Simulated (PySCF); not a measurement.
SMILES C#C[SiH2][SiH2]C#C, GFN2-xTB optimised geometry.

```
12

C      2.12    -2.87     0.73
C      1.76    -1.76     0.44
Si     1.16    -0.06     0.00
Si    -1.16    -0.06     0.00
C     -1.76     1.69     0.00
C     -2.12     2.84     0.00
H      2.44    -3.84     0.99
H      1.75     0.85     0.99
H      1.75     0.24    -1.31
H     -1.75    -0.69    -1.19
H     -1.76    -0.70     1.19
H     -2.44     3.84     0.00
```

Density from PySCF with CAM-B3LYP/def2-TZVP at that geometry.

Minimum of the electron density along straight lines between bonded atoms, close to the bond critical point (lines longer than 1.1 times the sum of covalent radii, or with two minima, are not listed):

| bond | length / Å | ρ at the minimum / e bohr⁻³ | ∇²ρ there / e bohr⁻⁵ | position (fraction from the first atom) |
|---|---|---|---|---|
| C1–C2 | 1.203 | 0.427 | -1.31 | 0.52 |
| C2–Si3 | 1.851 | 0.115 | 0.29 | 0.61 |
| Si3–Si4 | 2.316 | 0.101 | -0.19 | 0.50 |
| Si4–C5 | 1.851 | 0.115 | 0.29 | 0.39 |
| C5–C6 | 1.203 | 0.427 | -1.31 | 0.48 |
| C1–H7 | 1.053 | 0.300 | -1.16 | 0.66 |
| Si3–H8 | 1.470 | 0.125 | 0.17 | 0.49 |
| Si3–H9 | 1.471 | 0.125 | 0.17 | 0.49 |
| Si4–H10 | 1.471 | 0.125 | 0.17 | 0.49 |
| Si4–H11 | 1.470 | 0.125 | 0.17 | 0.49 |
| C6–H12 | 1.053 | 0.300 | -1.16 | 0.66 |
